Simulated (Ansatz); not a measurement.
The cluster MoS₃⁻. The state is a quartet with charge -1. Geometry PBE0-D4/def2-SVPD; atoms count from 1.

```
atom   x (Å)   y (Å)   z (Å)
 Mo1   0.033   0.050  -0.119
  S2  -0.238   2.193  -0.333
  S3   0.759  -1.435  -1.526
  S4  -0.554  -0.809   1.978
```

In the def2 sets Mo takes a core potential; there is no spin–orbit coupling. At PBE0-D4/def2-TZVPD a doublet of charge -1 lies 1.68 eV below the quartet, each at its own geometry. The structure comes from a short search, and lower isomers may exist.

Problem. Estimate the Mulliken populations from the PBE0/def2-TZVPD orbitals of Ansatz.

Solution. 
```json
{"atom": "Mo1", "charge (e)": "0.74", "spin (α − β)": "2.14", "d electrons": "4.35"}
{"atom": "S2", "charge (e)": "-0.64", "spin (α − β)": "-0.02", "d electrons": "–"}
{"atom": "S3", "charge (e)": "-0.63", "spin (α − β)": "-0.02", "d electrons": "–"}
{"atom": "S4", "charge (e)": "-0.47", "spin (α − β)": "0.89", "d electrons": "–"}
```
Mulliken values and Mayer orders depend strongly on the basis. With diffuse functions, as here, like atoms can get unlike values, and bond orders can come out too low or too high.

Problem. Where does the spin sit?

Solution. Summed by element: Mo 2.14, S 0.86, of 3 unpaired in all. Largest on single atoms: Mo1 2.14, S4 0.89, S2 -0.02.

Problem. And the Mayer bond orders between bonded heavy atoms (over 0.3)?

Solution. Mo1–S2 1.67 (2.17 Å); Mo1–S3 1.67 (2.17 Å); Mo1–S4 1.03 (2.34 Å).
